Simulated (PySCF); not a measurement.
## Broadened absorption spectrum of GaCl2(nPr)

Species: GaCl2(nPr), C₃H₇Cl₂Ga.
Geometry (PBE0-D3(BJ)/def2-SVP, Å), atoms numbered from 1 in this order:
```
atom  x, y, z in Å
Ga1    1.128    1.820    0.886
Cl2    3.225    2.103    1.243
Cl3    0.046    3.645    0.554
C4     0.231    0.090    0.776
C5    -0.199   -0.243   -0.656
C6    -0.979   -1.546   -0.743
H7    -0.649    0.147    1.438
H8     0.902   -0.681    1.184
H9     0.690   -0.304   -1.308
H10   -0.813    0.579   -1.061
H11   -1.905   -1.493   -0.149
H12   -1.260   -1.777   -1.782
H13   -0.386   -2.392   -0.359
```

Computed with TDDFT wB97X-D/def2-SVPD, vertical, gas phase, core orbitals frozen in the response (PySCF 2.14.0, density-fitted response routines). The wB97X-D/def2-SVPD calculation is non-relativistic and has no spin–orbit coupling, an omission that weighs most on gallium.

Each state is given a Gaussian of 0.5 eV full width at half maximum, with ε(max) = 2.175×10⁸ f / Δν̃ (Δν̃ the width in cm⁻¹). The width is an assumption, not a result. The curve ends short of the highest state used, and states not computed would add to its high-energy end.

(λ (nm), ε (L mol⁻¹ cm⁻¹)): (157.7, 8392), (160.0, 10328), (162.2, 10914), (164.4, 10362), (166.6, 9256), (168.9, 8292), (171.1, 8124), (173.3, 8910), (175.6, 10595), (177.8, 12541), (180.0, 14052), (182.3, 14362), (184.5, 13113), (186.7, 10661), (188.9, 7726), (191.2, 4920), (193.4, 2917), (195.6, 1657), (197.9, 975), (200.1, 713), (202.3, 645), (204.6, 642), (206.8, 631), (209.0, 583), (211.2, 501), (213.5, 394), (215.7, 290), (217.9, 200), (220.2, 126), (222.4, 77), (224.6, 44), (226.9, 23), (229.1, 12), (231.3, 6), (233.5, 3), (235.8, 1)

**Question.** Where are the band maxima, and which computed states make them?

**Answer.** 205 nm (6.06 eV), ε about 640, made up of S1 (94%) (hardly more than a shoulder); 182 nm (6.83 eV), ε about 14000, made up of S3 (84%); 162 nm (7.65 eV), ε about 11000, made up of S8 (24%), S9 (30%) and S10 (41%) (ε in L mol⁻¹ cm⁻¹; maxima over ε = 5, shares over 10%). The states used: S1 6.01 eV (f 0.011); S2 6.50 eV (f 0.0006); S3 6.78 eV (f 0.230); S4 6.85 eV (f 0.0040); S5 7.03 eV (f 0.026); S6 7.13 eV (f 0.061); S7 7.36 eV (f 0.012); S8 7.49 eV (f 0.064); S9 7.61 eV (f 0.062); S10 7.80 eV (f 0.108); S11 7.84 eV (f 0.0039); S12 8.12 eV (f 0.0033); S13 8.41 eV (f 0.013); S14 8.43 eV (f 0.048); S15 8.46 eV (f 0.0071).

**Question.** What would ε be at 6.83 eV, the highest of these maxima, with half the width (0.25 eV)?

**Answer.** About 23300 L mol⁻¹ cm⁻¹ against 14400, a factor of about 1.6; a lone state at its own centre would give exactly 2.

**Question.** On this curve, what absorbance would a 10⁻⁵ mol/L sample give at 222 nm over a 1 cm path?

**Answer.** 222 nm is 5.585 eV, where ε is about 84 L mol⁻¹ cm⁻¹, so A = ε c l ≈ 0.00084 (Beer–Lambert, with the gas-phase spectrum and the assumed width).

**Question.** Coming from long wavelengths, where does ε first pass 100 L mol⁻¹ cm⁻¹?

**Answer.** At about 221 nm (5.60 eV), 0.40 eV below S1.

The vertical ionisation energy (ΔSCF) is 10.49 eV, 2.03 eV above S15.

On one thread of an AMD EPYC, shared host with 64 logical CPUs at a one-minute load of 61, this took 6.4 min of wall time (grids of density and orbitals included) and 1.2 GiB of memory at its peak.

One conformer stands for the species.
